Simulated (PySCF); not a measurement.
# Exercise with solution: oscillator strength and radiative lifetime

CH7ClGeSi, SMILES [CH2]([SiH2]Cl)[GeH3].

Geometry: B3LYP-D3(BJ)/def2-SVP. The structure was generated by enumeration, and PubChem lists no compound with its InChIKey, so it may never have been made. One conformer was computed; it need not be the lowest.

TDA-PBE/def2-SVPD (PySCF) puts the first singlet state with f over 0.02 at 7.14 eV (vertical), with the transition dipole (0.367, -0.077, 0.035) in atomic units.

Find the oscillator strength, the wavelength and the radiative lifetime that this transition would have in vacuum if emission retraced absorption.


|μ|² = 0.1418 au, so |μ| = 0.96 D. ΔE = 7.14/27.211 = 0.2624 hartree. f = (2/3) ΔE |μ|² = 0.025 (the program prints 0.025).
λ = 1239.84/7.14 = 174 nm; ν = 57588 cm⁻¹.
Einstein's coefficient A = 0.6670 ν² f s⁻¹ (ν in cm⁻¹) = 5.5e7 s⁻¹, so τ = 1/A = 18 ns. This state is S5; the lower singlets have f = 0.005, 0.006, 0.002, 0.010. The figure is the radiative limit of this one transition; relaxation, internal conversion, crossing to triplets and a medium change what is measured.
